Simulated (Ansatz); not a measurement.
Re₄⁺, relaxed as a doublet with UKS PBE0-D4/def2-SVP in Ansatz, starting from the GFN1-xTB geometry. Force threshold 0.02 eV/Å.

In the def2 sets Re takes a core potential; there is no spin–orbit coupling. The charge 1 doublet is spin-contaminated (final ⟨S²⟩ up to 2.65, 0.75 for a pure state). The structure comes from a short search, and lower isomers may exist.

Start:

Cartesian coordinates in Å:
```
Re -0.8676 -0.7076 -0.9935
Re 0.4539 -0.9702 1.0456
Re 1.1922 0.5747 -0.6991
Re -0.7784 1.1030 0.6469
```

```csv
step,energy (eV),largest force component (eV/Å),SCF passes
1,-8507.3021,1.730,159
2,-8507.5260,1.725,91
3,-8507.9639,1.817,113
4,-8508.2664,1.939,95
5,-8508.7732,1.343,114
6,-8508.9139,1.282,115
7,-8508.9241,2.418,119
8 (rejected),-8508.7364,1.863,102
9,-8509.2405,1.067,60
10,-8509.3494,0.349,103
11,-8509.4108,0.273,70
12,-8509.4144,0.588,64
13,-8509.4201,0.509,64
14,-8509.4304,0.038,56
15,-8509.4306,0.018,53
16,-8509.4306,0.010,54
17,-8509.4306,0.003,52
18,-8509.4306,0.001,31
```

Force components are those of the run's own axes.

End:

Cartesian coordinates in Å:
```
Re -0.1939 -1.1607 -1.1090
Re -0.3131 -1.0468 1.1508
Re 0.5915 0.9646 -1.1126
Re -0.0845 1.2430 1.0708
```

By distances, no bond broke or formed. The bond that changes most is Re1–Re4, from 2.44 to 3.25 Å (atoms count from 1).

The force fell under the threshold at step 15, but the optimiser went on. No frequencies were taken in this run, so the end may be a saddle point.

Run time 4.4 min (2 threads of Arm Neoverse V1 on a shared host).
